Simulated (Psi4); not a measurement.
C$_{3}$HCl$_{2}$F, singlet, geometry from GFN2-xTB; MP2/def2-SVP run with Psi4.

The Psi4 input:
```
memory 2 GB

molecule {
0 1
F    -2.94103472   -0.09637382    0.90442797
C    -2.19314411   -0.00910624   -0.20343429
C    -0.89474762    0.00307524   -0.17797747
C     0.40240022    0.01341349   -0.12692653
Cl    1.35037674   -1.42498642   -0.22089875
Cl    1.31915227    1.47055915   -0.01389218
H    -2.79973158    0.04833319   -1.09837613
}

set {
  basis def2-svp
  freeze_core true
}

energy('mp2')
print_variables()
```

The log (banner, timings and long lists left out):

```
    SCF Algorithm Type (re)set to DF.

   => Loading Basis Set <=

    Name: DEF2-SVP
    Role: ORBITAL
    Keyword: BASIS

         ---------------------------------------------------------
                                   SCF
               by Justin Turney, Rob Parrish, Andy Simmonett
                          and Daniel G. A. Smith
                              RHF Reference
         ---------------------------------------------------------

  ==> Geometry <==

    Molecular point group: c1
    Full point group: C1

    Geometry (in Angstrom), charge = 0, multiplicity = 1:

       Center              X                  Y                   Z               Mass
    ------------   -----------------  -----------------  -----------------  -----------------
         F           -2.960312072997    -0.095579646566     0.890411516210    18.998403162730
         C           -2.212421462997    -0.008312066566    -0.217450743790    12.000000000000
         C           -0.914024972997     0.003869413434    -0.191993923790    12.000000000000
         C            0.383122867003     0.014207663434    -0.140942983790    12.000000000000
         CL           1.331099387003    -1.424192246566    -0.234915203790    34.968852682000
         CL           1.299874917003     1.471353323434    -0.027908633790    34.968852682000
         H           -2.819008932997     0.049127363434    -1.112392583790     1.007825032230

  Running in c1 symmetry.

  Rotational constants: A =      0.10627  B =      0.04378  C =      0.03235 [cm^-1]
  Rotational constants: A =   3186.03553  B =   1312.54858  C =    969.77320 [MHz]
  Nuclear repulsion =  309.333372143811175

  Charge       = 0
  Multiplicity = 1
  Electrons    = 62
  Nalpha       = 31
  Nbeta        = 31

  ==> Algorithm <==

  SCF Algorithm Type is DF.
  DIIS enabled.
  MOM disabled.
  Fractional occupation disabled.
  Guess Type is SAD.
  Energy threshold   = 1.00e-08
  Density threshold  = 1.00e-08
  Integral threshold = 1.00e-12

  ==> Primary Basis <==

  Basis Set: DEF2-SVP
    Blend: DEF2-SVP
    Number of shells: 43
    Number of basis functions: 97
    Number of Cartesian functions: 103
    Spherical Harmonics?: true
    Max angular momentum: 2

   => Loading Basis Set <=

    Name: (DEF2-SVP AUX)
    Role: JKFIT
    Keyword: DF_BASIS_SCF

  ==> Integral Setup <==

  SCF_SUBTYPE=INCORE selected. In-core MEM_DF algorithm will be used.
  Using in-core AOs.

  ==> MemDFJK: Density-Fitted J/K Matrices <==

[...]
  @DF-RHF Final Energy: -1132.05959997561035
    Total Energy =                      -1132.0595999756105812
[...]

  //>>>>>>>>>>>>>>>>>>>>>>>>>>>>>>>>>>>//
  //               DFMP2               //
  //<<<<<<<<<<<<<<<<<<<<<<<<<<<<<<<<<<<//

   => Loading Basis Set <=

    Name: (DEF2-SVP AUX)
    Role: RIFIT
    Keyword: DF_BASIS_MP2

	 --------------------------------------------------------
	                          DF-MP2
	      2nd-Order Density-Fitted Moller-Plesset Theory

	        Rob Parrish, Justin Turney, Andy Simmonett,
	           Ed Hohenstein, and C. David Sherrill
	 --------------------------------------------------------

   => Auxiliary Basis Set <=

  Basis Set: (DEF2-SVP AUX)
    Blend: DEF2-SVP-RI
    Number of shells: 110
    Number of basis functions: 330
    Number of Cartesian functions: 381
    Spherical Harmonics?: true
    Max angular momentum: 3

	 --------------------------------------------------------
	                 NBF =    97, NAUX =   330
	 --------------------------------------------------------
	   CLASS    FOCC     OCC    AOCC    AVIR     VIR    FVIR
	   PAIRS      14      31      17      66      66       0
	 --------------------------------------------------------

	-----------------------------------------------------------
	 ==================> DF-MP2 Energies <====================
	-----------------------------------------------------------
	 Reference Energy          =   -1132.0595999756103538 [Eh]
	 Singles Energy            =      -0.0000000000000000 [Eh]
	 Same-Spin Energy          =      -0.2245740420141047 [Eh]
	 Opposite-Spin Energy      =      -0.6077784295364566 [Eh]
	 Correlation Energy        =      -0.8323524715505612 [Eh]
	 Total Energy              =   -1132.8919524471609748 [Eh]
	-----------------------------------------------------------
	 ================> DF-SCS-MP2 Energies <==================
	-----------------------------------------------------------
	 SCS Same-Spin Scale       =       0.3333333333333333 [-]
	 SCS Opposite-Spin Scale   =       1.2000000000000000 [-]
	 SCS Same-Spin Energy      =      -0.0748580140047015 [Eh]
	 SCS Opposite-Spin Energy  =      -0.7293341154437478 [Eh]
	 SCS Correlation Energy    =      -0.8041921294484493 [Eh]
	 SCS Total Energy          =   -1132.8637921050587920 [Eh]
	-----------------------------------------------------------

  Variable Map:
  ----------------------------------------------------------------------------
[...]
  Array Variable Map:
  ----------------------------------------------------------------------------
[...]
[...]
```
